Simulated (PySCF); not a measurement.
Compound: B2H8P2.
SMILES with atom numbers: `[BH2-:1]1[PH2+:2][BH2-:3][PH2+:4]1` (hydrogens: H5, H6 on B1; H7, H8 on P2; H9, H10 on B3; H11, H12 on P4)

Structure used (PBE0-D3(BJ)/def2-SVP), in Å, numbered top down from 1:
```
atom  x, y, z in Å
B1     0.186   -1.435   -0.085
P2    -1.243   -0.141    0.336
B3    -0.109    1.366   -0.244
P4     1.404    0.117   -0.030
H5     0.380   -2.367    0.662
H6     0.050   -1.707   -1.265
H7    -1.610   -0.102    1.703
H8    -2.511   -0.308   -0.274
H9    -0.285    1.471   -1.445
H10   -0.120    2.394    0.394
H11    2.470    0.175   -0.961
H12    2.109    0.261    1.190
```

Method used: PBE0-D3(BJ)/def2-SVP geometry optimisation, gas phase (PySCF 2.14.0).

Masses are those of the commonest isotopes; rigid-rotor values at the optimised geometry. 

Question: Give the principal moments of inertia and the rotational constants in cm⁻¹.

Answer: Ia = 71.74, Ib = 142.80, Ic = 192.21 u·Å²; 505379 MHz·u·Å²/I gives 7045, 3539 and 2629 MHz, that is A = 0.23500, B = 0.11805, C = 0.08770 cm⁻¹.

Question: Classify the top.

Answer: An asymmetric top. Ray's parameter κ = (2B − A − C)/(A − C) = -0.588; −1 is the prolate and +1 the oblate limit.

Question: What does the inertial defect say?

Answer: Not planar: Δ = Ic − Ia − Ib = -22.33 u·Å². For a rigid frame Δ = −2 Σ m c², so Σ m c² = 11.16 u·Å² lies off the ab plane: 9.49 from hydrogen and 1.68 from heavier atoms. The atom farthest from that plane is 1.43 Å away.

Question: Give the other two planar moments, Paa and Pbb, and the rms extents of the mass along the axes.

Answer: Paa = Σ m a² = (Ib + Ic − Ia)/2 = 131.64 and Pbb = Σ m b² = (Ia + Ic − Ib)/2 = 60.57 u·Å². With the mass M = 92.03 u, the rms extents √(P/M) along a, b and c are 1.20, 0.81, 0.35 Å.

Question: List the rotational levels J(Ka,Kc) to J = 2 (MHz).

Answer: Above 0(0,0):
J = 1: 1(0,1) 6168, 1(1,1) 9674, 1(1,0) 10584
J = 2: 2(0,2) 18350, 2(1,2) 21101, 2(1,1) 23831, 2(2,1) 34349, 2(2,0) 34504
The levels of one J sum to (2J + 1)J(J + 1)(A + B + C)/3.

Question: Which types of transition are allowed, and where do some lines up to J = 3 fall?

Answer: The dipole components are |μa| = 0.00 D, |μb| = 0.00 D, |μc| = 0.89 D; the symmetry axis of this C2v structure is c, so μa and μb vanish by symmetry and there are no a-type or b-type lines. Some lines, for components of 0.1 D or more:

```tsv
type	branch	J(Ka,Kc)	MHz	lower level (cm⁻¹)
c	Q	2(2,1) ← 2(1,1)	10518	0.795
c	R	1(1,0) ← 0(0,0)	10584	0.000
c	R	2(1,1) ← 1(0,1)	17662	0.206
c	Q	3(3,1) ← 3(2,1)	19146	1.788
c	R	2(2,1) ← 1(1,1)	24674	0.323
c	R	3(1,2) ← 2(0,2)	25244	0.612
c	R	3(2,1) ← 2(1,1)	29771	0.795
c	R	3(2,2) ← 2(1,2)	31752	0.704
c	R	3(3,0) ← 2(2,0)	38261	1.151
c	R	3(3,1) ← 2(2,1)	38399	1.146
```

No PBE0-D3(BJ)/def2-SVP frequencies stand behind this structure, so it isn't proved a minimum. These are rigid-rotor constants of the computed structure; measured ground-state constants (B0) also hold zero-point vibration. Quadrupole hyperfine structure (11B) is left out.

The run took 22 s of wall time on one thread, Arm Neoverse V2 (aarch64), no GPU (shared host), and the process peaked at 0.44 GiB of memory. This is the geometry optimisation.
